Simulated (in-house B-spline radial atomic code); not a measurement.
What moves the levels of neutral oxygen ([He] 2s2 2p4)? Method: Dirac-Hartree-Fock, average of configuration, Fermi nucleus of rms radius 2.6991 fm. Calculated with a B-spline radial code for spherical atoms.

Baseline run (computed): total energy -74.8250 hartree, 1s1/2 at -20.69855 hartree, 2p3/2 at -16.745 eV with <r> = 1.24 bohr.

Scaling the speed of light c (a factor of 100 is close to the non-relativistic limit):

```
c/c0  ΔE (hartree)  2p3/2 level (eV)  2p3/2 <r> (bohr)
0.95    -0.0060392          -16.7427              1.24
0.98    -0.0023047          -16.7442              1.24
1.02     0.0021702           -16.746              1.24
 1.5      0.031022          -16.7575             1.239
 100      0.055793          -16.7673             1.239
```

Question: The nuclear charge is raised by 0.1. What does the Hellmann-Feynman theorem predict for the energy, and what is found?

Answer: dE/dZ ≈ -Σ<1/r>, which is -22.2777 at the start and -22.6321 at the end; their mean times 0.1 is -2.2455 hartree, and the two runs differ by -2.2455 hartree.
